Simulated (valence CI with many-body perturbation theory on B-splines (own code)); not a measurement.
**E1 transitions of Ir44+**

Method: valence CI with perturbative core correlation (CI+MBPT): five valence electrons over a frozen Dirac-Fock core [Ar] 3d10, radial functions for each j: 11 s, 11 p, 10 d, 8 f, 5 g, 2 h, with the one-electron correlation potential Σ1, the two-electron term Σ2, the three-electron term Σ3, Breit, model QED; selected CI, second order for the rest, scaled by the run's own slope (own B-spline code, finite nucleus).

No measured spectrum was set against this ion. As an estimate, large intervals hold to a few tenths of a per cent, small ones and those within an open d or f shell to about a per cent. Among the levels kept, up to 2200 cm⁻¹ of a level comes from second order outside the variational space, and about a tenth of that is noise between levels of different J, which matters for small intervals.

Lines 101 to 150 of 557 in falling wavelength, among levels below 4988.4 × 10³ cm⁻¹, chosen from the strongest by gf and those to the six lowest levels. Wavelengths and rates use the calculated energies. Electric multipoles are in the length gauge with retardation, E1 and E2 with the static RPA response of the core. Weak lines are less certain than strong ones. Lines between different terms over intervals too small for the method are left out, as are lines whose strength nearly cancels. Where a level lies close to another of its J and parity, the split of strength between their lines is uncertain. The highest levels of a list are the least certain.

Levels are named by their leading jj configuration (3d3/2^4 stands for four electrons in 3d with j = 3/2), which in mixed levels can hold well under half, so a name can repeat and another be missing. Letters in brackets count levels of one name in rising energy.

| λ vac (nm) | Upper | Lower | A (s⁻¹) | S (a.u.) with core polarisation | S without |
| --- | --- | --- | --- | --- | --- |
| 6.510 | (4s 4p1/2^2 4p3/2 4f7/2) J=7/2 [a] | (4s 4p1/2^2 4p3/2 4d5/2) J=5/2 [a] | 4.47e+10 | 4.87e-02 | 5.07e-02 |
| 6.455 | (4s^2 4p1/2 4p3/2 4f7/2) J=7/2 [a] | (4s^2 4p1/2 4p3/2 4d5/2) J=7/2 [a] | 3.22e+10 | 3.42e-02 | 3.58e-02 |
| 6.454 | (4s^2 4p1/2 4d3/2 4d5/2) J=5/2 [b] | (4s^2 4p1/2 4p3/2 4d3/2) J=3/2 [b] | 8.04e+10 | 6.40e-02 | 6.74e-02 |
| 6.453 | (4s 4p1/2 4p3/2^2 4d3/2) J=5/2 [c] | (4s^2 4p1/2 4p3/2 4d5/2) J=3/2 [b] | 8.31e+10 | 6.61e-02 | 6.92e-02 |
| 6.451 | (4s^2 4p1/2 4p3/2 4f7/2) J=9/2 [b] | (4s^2 4p1/2 4p3/2 4d5/2) J=9/2 | 5.44e+10 | 7.21e-02 | 7.56e-02 |
| 6.439 | (4s^2 4p1/2 4d3/2 4d5/2) J=9/2 | (4s^2 4p1/2 4p3/2 4d3/2) J=7/2 | 9.02e+10 | 1.19e-01 | 1.25e-01 |
| 6.439 | (4s^2 4p1/2 4p3/2 4d5/2) J=3/2 [a] | (4s^2 4p1/2 4p3/2^2) J=3/2 | 7.82e+10 | 4.12e-02 | 4.33e-02 |
| 6.429 | (4s^2 4p3/2^2 4f7/2) J=9/2 | (4s^2 4p3/2^2 4d5/2) J=9/2 | 7.82e+10 | 1.03e-01 | 1.07e-01 |
| 6.425 | (4s^2 4p1/2 4d3/2 4d5/2) J=7/2 [b] | (4s^2 4p1/2 4p3/2 4d3/2) J=5/2 [b] | 6.81e+10 | 7.13e-02 | 7.52e-02 |
| 6.424 | (4s 4p1/2^2 4d3/2 4d5/2) J=3/2 [b] | (4s 4p1/2^2 4p3/2 4d3/2) J=3/2 [b] | 8.79e+10 | 4.60e-02 | 4.84e-02 |
| 6.420 | (4s 4p1/2 4p3/2^2 4d3/2) J=1/2 [c] | (4s^2 4p1/2 4p3/2 4d5/2) J=3/2 [b] | 1.12e+11 | 2.93e-02 | 3.08e-02 |
| 6.416 | (4s^2 4p1/2 4p3/2 4f7/2) J=3/2 | (4s^2 4p1/2 4p3/2 4d5/2) J=1/2 | 1.44e+11 | 7.53e-02 | 7.90e-02 |
| 6.409 | (4s 4p1/2^2 4d3/2 4d5/2) J=5/2 [b] | (4s 4p1/2^2 4p3/2 4d3/2) J=3/2 [b] | 7.48e+10 | 5.83e-02 | 6.13e-02 |
| 6.401 | (4s 4p1/2^2 4p3/2 4d5/2) J=5/2 [a] | (4s 4p1/2^2 4p3/2^2) J=5/2 | 1.29e+11 | 1.00e-01 | 1.05e-01 |
| 6.389 | (4s^2 4p3/2 4d5/2^2) J=7/2 | (4s^2 4p3/2^2 4d5/2) J=9/2 | 3.98e+10 | 4.10e-02 | 4.31e-02 |
| 6.387 | (4s^2 4p3/2 4d3/2 4d5/2) J=5/2 [c] | (4s^2 4p3/2^2 4d3/2) J=3/2 [b] | 5.48e+10 | 4.23e-02 | 4.46e-02 |
| 6.377 | (4s^2 4p1/2 4d5/2^2) J=7/2 [a] | (4s^2 4p1/2 4p3/2 4d5/2) J=7/2 [a] | 2.96e+10 | 3.03e-02 | 3.19e-02 |
| 6.372 | (4s^2 4p3/2^2 4f5/2) J=9/2 | (4s^2 4p3/2^2 4d3/2) J=7/2 | 7.44e+10 | 9.50e-02 | 1.01e-01 |
| 6.370 | (4s^2 4p1/2 4d3/2 4d5/2) J=7/2 [a] | (4s^2 4p1/2 4p3/2 4d3/2) J=5/2 [a] | 1.05e+11 | 1.07e-01 | 1.13e-01 |
| 6.368 | (4s 4p1/2^2 4p3/2 4f7/2) J=5/2 | (4s 4p1/2^2 4p3/2 4d5/2) J=5/2 [a] | 7.90e+10 | 6.04e-02 | 6.34e-02 |
| 6.368 | (4s 4p1/2^2 4d3/2 4d5/2) J=7/2 [a] | (4s 4p1/2^2 4p3/2 4d3/2) J=5/2 [a] | 9.77e+10 | 9.97e-02 | 1.05e-01 |
| 6.364 | (4s 4p1/2^2 4p3/2 4f7/2) J=3/2 | (4s 4p1/2^2 4p3/2 4d5/2) J=3/2 [a] | 1.43e+11 | 7.27e-02 | 7.63e-02 |
| 6.361 | (4s^2 4p1/2 4d3/2 4d5/2) J=3/2 [b] | (4s^2 4p1/2 4p3/2 4d3/2) J=1/2 [b] | 9.79e+10 | 4.98e-02 | 5.23e-02 |
| 6.355 | (4s^2 4p1/2^2 4d5/2) J=5/2 | (4s^2 4p1/2^2 4p3/2) J=3/2 | 1.76e+11 | 1.34e-01 | 1.41e-01 |
| 6.351 | (4s^2 4p1/2 4d3/2 4d5/2) J=5/2 [a] | (4s^2 4p1/2 4p3/2 4d3/2) J=3/2 [a] | 7.43e+10 | 5.63e-02 | 5.93e-02 |
| 6.338 | (4s^2 4p1/2 4p3/2 4d5/2) J=5/2 [a] | (4s^2 4p1/2 4p3/2^2) J=3/2 | 2.29e+10 | 1.72e-02 | 1.81e-02 |
| 6.336 | (4s^2 4p1/2 4d3/2 4d5/2) J=5/2 [a] | (4s^2 4p1/2 4p3/2 4d3/2) J=5/2 [a] | 8.31e+10 | 6.26e-02 | 6.58e-02 |
| 6.329 | (4s^2 4p1/2 4d3/2 4d5/2) J=3/2 [b] | (4s^2 4p1/2 4p3/2 4d3/2) J=3/2 [b] | 5.11e+10 | 2.56e-02 | 2.69e-02 |
| 6.311 | (4s^2 4p3/2 4d3/2 4d5/2) J=3/2 [b] | (4s^2 4p3/2^2 4d3/2) J=3/2 [b] | 8.29e+10 | 4.11e-02 | 4.33e-02 |
| 6.310 | (4s 4p1/2^2 4p3/2 4f5/2) J=5/2 [b] | (4s 4p1/2^2 4p3/2 4d5/2) J=5/2 [a] | 7.33e+10 | 5.45e-02 | 5.73e-02 |
| 6.309 | (4s^2 4p1/2^2 4f7/2) J=7/2 | (4s^2 4p1/2^2 4d5/2) J=5/2 | 1.49e+11 | 1.48e-01 | 1.55e-01 |
| 6.305 | (4s 4p1/2 4p3/2^2 4d5/2) J=3/2 [a] | (4s 4p1/2 4p3/2^3) J=3/2 [a] | 5.69e+10 | 2.81e-02 | 2.96e-02 |
| 6.305 | (4s^2 4p1/2 4d3/2 4d5/2) J=1/2 | (4s^2 4p1/2 4p3/2 4d3/2) J=1/2 [a] | 1.03e+11 | 2.54e-02 | 2.67e-02 |
| 6.303 | (4s 4p1/2^2 4d5/2^2) J=5/2 | (4s 4p1/2^2 4p3/2 4d5/2) J=3/2 [a] | 9.98e+10 | 7.40e-02 | 7.76e-02 |
| 6.301 | (4s 4p1/2^2 4p3/2 4f7/2) J=9/2 | (4s 4p1/2^2 4p3/2 4d5/2) J=9/2 | 7.16e+10 | 8.84e-02 | 9.27e-02 |
| 6.300 | (4s^2 4p3/2 4d3/2 4d5/2) J=7/2 [c] | (4s^2 4p3/2^2 4d3/2) J=7/2 | 6.27e+10 | 6.19e-02 | 6.49e-02 |
| 6.299 | (4s^2 4p3/2 4d3/2 4d5/2) J=7/2 [d] | (4s^2 4p3/2^2 4d5/2) J=7/2 | 3.22e+10 | 3.17e-02 | 3.33e-02 |
| 6.294 | (4s^2 4p1/2 4d3/2 4d5/2) J=3/2 [a] | (4s^2 4p1/2 4p3/2 4d3/2) J=3/2 [a] | 8.89e+10 | 4.37e-02 | 4.60e-02 |
| 6.293 | (4s^2 4p1/2 4p3/2 4f7/2) J=11/2 | (4s^2 4p1/2 4p3/2 4d5/2) J=9/2 | 1.31e+11 | 1.94e-01 | 2.02e-01 |
| 6.286 | (4s^2 4p1/2 4p3/2 4f7/2) J=5/2 [a] | (4s^2 4p1/2 4p3/2 4d5/2) J=3/2 [a] | 1.31e+11 | 9.61e-02 | 1.01e-01 |
| 6.285 | (4s 4p1/2^2 4d3/2 4d5/2) J=5/2 [a] | (4s 4p1/2^2 4p3/2 4d3/2) J=3/2 [a] | 1.35e+11 | 9.93e-02 | 1.05e-01 |
| 6.282 | (4s 4p1/2 4p3/2^2 4d3/2) J=5/2 [f] | (4s 4p1/2 4p3/2^3) J=3/2 [a] | 5.04e+10 | 3.70e-02 | 3.89e-02 |
| 6.280 | (4s 4p1/2^2 4p3/2 4d5/2) J=1/2 | (4s 4p1/2^2 4p3/2^2) J=1/2 | 3.32e+11 | 8.13e-02 | 8.56e-02 |
| 6.274 | (4s^2 4p1/2 4p3/2 4f7/2) J=9/2 [a] | (4s^2 4p1/2 4p3/2 4d5/2) J=7/2 [a] | 7.23e+10 | 8.81e-02 | 9.20e-02 |
| 6.272 | (4s^2 4p1/2 4p3/2 4f7/2) J=9/2 [c] | (4s^2 4p1/2 4p3/2 4d5/2) J=7/2 [b] | 2.70e+11 | 3.28e-01 | 3.44e-01 |
| 6.256 | (4s 4p1/2 4p3/2^2 4d5/2) J=3/2 [b] | (4s 4p1/2 4p3/2^3) J=5/2 | 5.91e+10 | 2.86e-02 | 3.01e-02 |
| 6.255 | (4s^2 4p1/2 4p3/2 4f7/2) J=7/2 [c] | (4s^2 4p1/2 4p3/2 4d5/2) J=5/2 [a] | 1.16e+11 | 1.12e-01 | 1.17e-01 |
| 6.253 | (4s 4p1/2^2 4p3/2 4d3/2) J=3/2 [b] | (4s^2 4p1/2^2 4d5/2) J=5/2 | 8.27e+09 | 3.99e-03 | 4.21e-03 |
| 6.242 | (4s 4p1/2^2 4d3/2 4d5/2) J=7/2 [a] | (4s^2 4p1/2^2 4f5/2) J=5/2 | 3.69e+10 | 3.54e-02 | 3.73e-02 |
| 6.241 | (4s^2 4p1/2 4p3/2 4f7/2) J=9/2 [b] | (4s^2 4p1/2 4p3/2 4d5/2) J=7/2 [a] | 3.20e+10 | 3.84e-02 | 4.01e-02 |
